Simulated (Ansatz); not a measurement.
The same path of CH4NPSi (8 atoms, charge 0, multiplicity 1) was run twice with different band settings. The coordinate that changes most is the dihedral H5–Si3–P4–H7.

Computed with RKS PBE-D4/def2-SVP (Ansatz).

Relaxed end points:

```xyz
8
Properties=species:S:1:pos:R:3
N 2.010 -0.590 2.112
C 1.285 -0.099 1.331
Si 0.123 0.634 0.072
P -1.400 -0.981 -0.428
H 0.968 1.107 -1.075
H -0.565 1.797 0.723
H -0.448 -1.703 -1.234
H -1.882 -0.222 -1.557
```

```xyz
8
Properties=species:S:1:pos:R:3
N 2.026 -0.873 1.592
C 1.274 -0.192 1.000
Si 0.045 0.819 0.031
P -1.397 -0.491 -1.140
H 0.826 1.686 -0.911
H -0.713 1.661 1.013
H -1.639 -1.343 -0.003
H -0.331 -1.324 -1.637
```

Common settings: movable images 9; climbing image yes; optimiser quadratic models (default); start path through a guess of the saddle point; force threshold 0.03 eV/Å; end points relaxed.

| run | spring | iteration limit |
| --- | --- | --- |
| 1 | 5.0 eV/Å² | 55 |
| 2 | 0.5 eV/Å² | 60 |

(1) What does each run give, and how far can it be trusted?

Results:

(1) Run 1: converged after 6 iterations, highest image 0.055 eV above the first end. A vibrational analysis at the climbing image gives one clearly imaginary mode, 146i cm⁻¹: a first-order saddle point.
Run 2: converged after 6 iterations, highest image 0.055 eV above the first end. Another band between the same ends (9 images) ends at a top of the same energy, where a vibrational analysis finds 1 clearly imaginary mode.
